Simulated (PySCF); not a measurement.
C6H6O, SMILES C([C@@H]1C(=C)OC1)#C. Atoms are numbered in the order given.

```xyz
13

C      2.6282    -0.7824     0.3101
C      1.5167    -0.3393     0.4794
C      0.1754     0.2030     0.6823
C     -0.1858     1.5593     0.0239
O     -1.2925     0.9440    -0.6650
C     -0.9539    -0.3065    -0.2055
C     -1.4867    -1.4830    -0.5125
H      3.6160    -1.1808     0.1565
H     -0.0918     0.1670     1.7506
H     -0.5172     2.3575     0.7053
H      0.5704     1.9397    -0.6798
H     -2.3161    -1.5516    -1.2196
H     -1.0850    -2.3906    -0.0593
```

The structure is a stationary point at ωB97X-D3(BJ)/def2-SVP. The structure was generated by enumeration; whether it is a known compound was not checked.

Two levels are set side by side: PBE/pcSseg-1 (PySCF) and PBE0/pcSseg-1 (PySCF). GIAO shifts against H2O (¹⁷O), TMS (¹H), TMS (¹³C) at the same level; non-relativistic, no solvent, atoms listed together averaged. Differences are taken from unrounded values.

| quantity | PBE0 | PBE | PBE minus PBE0 |
|---|---|---|---|
| δ(¹³C) of C1 (ppm) | 81.3 | 77.8 | -3.5 |
| δ(¹³C) of C2 (ppm) | 85.1 | 84.4 | -0.7 |
| δ(¹³C) of C3 (ppm) | 37.0 | 38.6 | 1.6 |
| δ(¹³C) of C4 (ppm) | 76.9 | 79.5 | 2.5 |
| δ(¹⁷O) of O5 (ppm) | 165.6 | 184.0 | 18.4 |
| δ(¹³C) of C6 (ppm) | 173.3 | 171.4 | -1.9 |
| δ(¹³C) of C7 (ppm) | 87.1 | 83.2 | -3.9 |
| δ(¹H) of H8 (ppm) | 2.60 | 2.41 | -0.19 |
| δ(¹H) of H9 (ppm) | 4.26 | 4.40 | 0.14 |
| δ(¹H) of H10, H11 (ppm) | 4.78 | 4.85 | 0.06 |

Rough cost on one machine, each run with all the roots and properties that it gave: PBE0 against PBE within a factor of 2.
